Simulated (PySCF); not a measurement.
## Deuteron quadrupole couplings in `CCS[Si@@H](C[SiH3])[SiH2]Cl`

Compound: C3H13ClSSi3.
Numbering: `[CH3:1][CH2:2][S:3][Si@@H:4]([CH2:5][SiH3:6])[SiH2:7][Cl:8]` (hydrogens: H9, H10, H11 on C1; H12, H13 on C2; H14 on Si4; H15, H16 on C5; H17, H18, H19 on Si6; H20, H21 on Si7)

Cartesian coordinates in Å at the GFN2-xTB level; atoms count from 1:
```
atom  x, y, z in Å
C1     2.9585    0.2348    0.2301
C2     2.2763   -1.0702   -0.1299
S3     1.3202   -0.9567   -1.6864
Si4   -0.5393   -0.0337   -1.0626
C5    -1.2765   -1.0558    0.3687
Si6   -3.1416   -0.7953    0.6562
Si7   -0.3044    2.1932   -0.4516
Cl8   -2.0328    3.1559   -0.8729
H9     2.2272    1.0108    0.4492
H10    3.5786    0.5701   -0.5976
H11    3.5915    0.0913    1.1042
H12    3.0137   -1.8503   -0.3165
H13    1.6028   -1.4043    0.6579
H14   -1.3070   -0.2611   -2.2892
H15   -1.0969   -2.1172    0.1891
H16   -0.7508   -0.8117    1.2945
H17   -3.3807    0.6215    0.9328
H18   -3.8777   -1.2104   -0.5360
H19   -3.5577   -1.6036    1.8059
H20   -0.0811    2.3749    0.9901
H21    0.7685    2.9348   -1.1178
```

Level: PBE0/pcSseg-1 (PySCF, non-relativistic); Q(2H) = 0.00286 b; rigid geometry, the same for H and D, with no vibrational averaging.

Question: Rank these positions by the coupling χzz of a deuteron there, largest first.
A. H10 (methyl hydrogen)
B. H12 (methylene hydrogen)
C. H21 (Si–H hydrogen)

Answer: A (210 kHz), B (205 kHz), C (108 kHz).

Give the electric field gradient Vzz (the principal value of largest size), its asymmetry and the 2H coupling at each hydrogen.

| atom | bonded to | bond length (Å) | Vzz (au) | η | χzz (kHz) |
| --- | --- | --- | --- | --- | --- |
| H9 | C1 | 1.089 | 0.3166 | 0.04 | 213 |
| H10 | C1 | 1.087 | 0.3120 | 0.03 | 210 |
| H11 | C1 | 1.089 | 0.3129 | 0.02 | 210 |
| H12 | C2 | 1.090 | 0.3055 | 0.04 | 205 |
| H13 | C2 | 1.089 | 0.3066 | 0.02 | 206 |
| H14 | Si4 | 1.465 | 0.1617 | 0.03 | 109 |
| H15 | C5 | 1.091 | 0.3166 | 0.01 | 213 |
| H16 | C5 | 1.092 | 0.3165 | 0.01 | 213 |
| H17 | Si6 | 1.463 | 0.1611 | 0.03 | 108 |
| H18 | Si6 | 1.461 | 0.1640 | 0.02 | 110 |
| H19 | Si6 | 1.466 | 0.1611 | 0.01 | 108 |
| H20 | Si7 | 1.470 | 0.1563 | 0.05 | 105 |
| H21 | Si7 | 1.464 | 0.1601 | 0.05 | 108 |

Average by the element that carries the hydrogen.

on C: 210 kHz over 7 positions, mean bond length 1.090 Å; on Si: 108 kHz over 6 positions, mean bond length 1.465 Å.

Give the 2H NMR doublet splittings at H18 for a magnetic field along the z, y and x axes of the gradient: 3χ/2, 3χ(1 + η)/4, 3χ(1 − η)/4.

With |χ| = 110.2 kHz and η = 0.016: 165, 84 and 81 kHz, to first order and without motion.

The structure is a single GFN2-xTB conformer in the gas phase; no vibrational or solvent corrections. GFN2-xTB bond lengths can be off by several hundredths of an ångström, more for odd bonds, and the gradients follow them. With so small a basis the couplings can be 20 % off.
